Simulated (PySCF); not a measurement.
# BiSF at several levels of theory

Computed with PySCF 2.14.0 (density fitting, no spin-orbit coupling) at the geometry relaxed with PBE0:

```xyz
3
BiSF (singlet)
Bi   -0.1201    0.0000   -0.4923
S     1.7229    0.0000    0.8913
F    -1.7094    0.0000    0.8041
```

```json
{"level": "PBE0", "basis": "Bi def2-SVP with ECP60, S def2-SVP, F def2-SVP", "state": "singlet", "HOMO (eV)": "-7.22", "gap (eV)": "3.62", "charge on Bi1 (e)": "0.80", "dipole about the centre of mass (D)": "4.17", "largest force component (eV/Å)": "0.02"}
{"level": "wB97X", "basis": "the same", "state": "singlet", "HOMO (eV)": "-9.41", "gap (eV)": "7.69", "charge on Bi1 (e)": "0.83", "dipole about the centre of mass (D)": "4.45", "largest force component (eV/Å)": "0.42"}
{"level": "PBE0", "basis": "Bi def2-TZVP with ECP60, S def2-TZVP, F def2-TZVP", "state": "singlet", "HOMO (eV)": "-7.39", "gap (eV)": "3.64", "charge on Bi1 (e)": "0.93", "dipole about the centre of mass (D)": "4.24", "largest force component (eV/Å)": "0.63"}
```

Charges are Mulliken's, which hang on the basis. The relaxation used the grid (50, 194), these runs (75, 302) or, all-electron (x2c bases, spin-free X2C Hamiltonian), (99, 590).

What does TPSSh with Bi def2-SVP with ECP60, S def2-SVP, F def2-SVP give here?

state singlet, HOMO (eV) -6.59, gap (eV) 2.68, charge on Bi1 (e) 0.78, dipole about the centre of mass (D) 4.06, largest force component (eV/Å) 0.29. Time: 1.6 s on 2 threads of Intel(R) Xeon(R) 6975P-C (Granite Rapids), with other jobs on the host, from an already converged density.

In the first row's basis the gap widens with exact exchange: 2.7 to 3.6 eV for TPSSh, PBE0 (a fixed share); 7.7 eV for wB97X (rising or full at long range).
